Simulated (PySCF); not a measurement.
# The third ionisation energy along group 14

All values are computed (PySCF 2.14, energy differences of UHF-based or UKS calculations, no spin-orbit coupling). Values in eV. The last column holds reference values (NIST; (s) semi-empirical, (t) theoretical, else measured). Unmarked ones compare directly (S terms, centres of terms, or small fine structure); those marked * lie between the lowest fine-structure levels and include a spin-orbit shift.

```csv
element,configurations,UHF,PBE,PBE0,r2SCAN,MP2 (valence),SCS-MP2 (valence),reference
"C (aug-cc-pV5Z, non-relativistic)",[He] 2s2 → [He] 2s1,45.778,47.106,47.042,46.615,47.042,47.295,47.888
"Si (aug-cc-pV(5+d)Z, non-relativistic)",[Ne] 3s2 → [Ne] 3s1,31.955,33.377,33.241,32.859,32.880,33.065,33.493
"Sn (aug-cc-pV5Z-PP with ECP28MDF, ECP)",[Kr] 4d10 5s2 → [Kr] 4d10 5s1,28.534,30.794,30.422,30.465,29.259,29.404,30.506
```

| method | elements | mean error (eV) | mean absolute error (eV) | largest error (eV) |
| --- | --- | --- | --- | --- |
| UHF | 3 | -1.873 | 1.873 | -2.110 |
| PBE | 3 | -0.203 | 0.395 | -0.782 |
| PBE0 | 3 | -0.394 | 0.394 | -0.846 |
| r2SCAN | 3 | -0.649 | 0.649 | -1.272 |
| MP2 (valence) | 3 | -0.902 | 0.902 | -1.247 |
| SCS-MP2 (valence) | 3 | -0.708 | 0.708 | -1.102 |

Errors include the incompleteness of the basis and the frozen core.

"Valence" correlates the outer s and p shells and, in groups 3 to 12 and the f block, the outer d or f shell, open or full, or the next shell where the ion has no valence electron left; the wider scheme adds the next inner shell.
